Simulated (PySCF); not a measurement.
CH8FNSi2, SMILES C[Si@@H](F)N[SiH3].

The structure is a stationary point at PBE0-D3(BJ)/def2-SVP. The structure was generated by enumeration; whether it is a known compound was not checked. The values are those of a single conformer.

Calculation: TDA-PBE/def2-SVPD run with PySCF 2.14.0.

Vertical excitations. 

```tsv
state	energy (eV)	λ (nm)	f	main pairs
S1	5.97	208	0.006	HOMO→LUMO 98 %
S2	6.55	189	0.011	HOMO→LUMO+1 97 %
S3	6.86	181	0.029	HOMO→LUMO+2 92 %
S4	7.06	176	0.002	HOMO−1→LUMO 98 %
S5	7.08	175	0.004	HOMO→LUMO+3 88 %
S6	7.24	171	0.094	HOMO→LUMO+4 82 %
S7	7.38	168	0.011	HOMO→LUMO+5 57 %, HOMO→LUMO+6 37 %
S8	7.51	165	0.013	HOMO→LUMO+6 60 %, HOMO→LUMO+5 31 %
S9	7.69	161	0.001	HOMO−2→LUMO 95 %
S10	7.72	161	0.027	HOMO−1→LUMO+1 93 %
T1	5.68	218	0	HOMO→LUMO 99 %
T2	6.40	194	0	HOMO→LUMO+1 97 %
T3	6.61	188	0	HOMO→LUMO+2 97 %
T4	6.93	179	0	HOMO→LUMO+4 56 %, HOMO→LUMO+5 29 %, HOMO→LUMO+3 13 %
```
Triplets are in the Tamm–Dancoff approximation.
